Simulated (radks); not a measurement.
Results of a calculation; reference values are marked as such.
Coulomb parameter of the 4d shell of the technetium ion Tc+ in the model configuration [Kr] 4d4.5 5s1.5, as a second difference U = [E(n + 0.25) + E(n - 0.25) - 2 E(n)] / (0.25)^2 with all orbitals relaxed. "Bare": the charge of the atom changes with n. "Screened": the 5s shell takes up the change at fixed total charge, which measures U(4d,4d) + U(5s,5s) - 2 U(4d,5s). Code: a radial shooting solver on a logarithmic mesh with Libxc functionals. Model: scalar-relativistic Kohn-Sham, PBE, spin-unpolarised, spherical densities, finite nucleus; Fermi nuclear charge, rms radius 4.4112 fm.

case                 configuration  E - E(n) (eV)
start             [Kr] 4d4.5 5s1.5          0.000
bare +0.25       [Kr] 4d4.75 5s1.5         -3.537
bare -0.25       [Kr] 4d4.25 5s1.5          4.223
screened +0.25  [Kr] 4d4.75 5s1.25         -0.821
screened -0.25  [Kr] 4d4.25 5s1.75          0.921

U(bare) = 10.992 eV, U(screened by 5s) = 1.603 eV, against the Slater integral F0(4d,4d) = 15.173 eV with frozen orbitals.
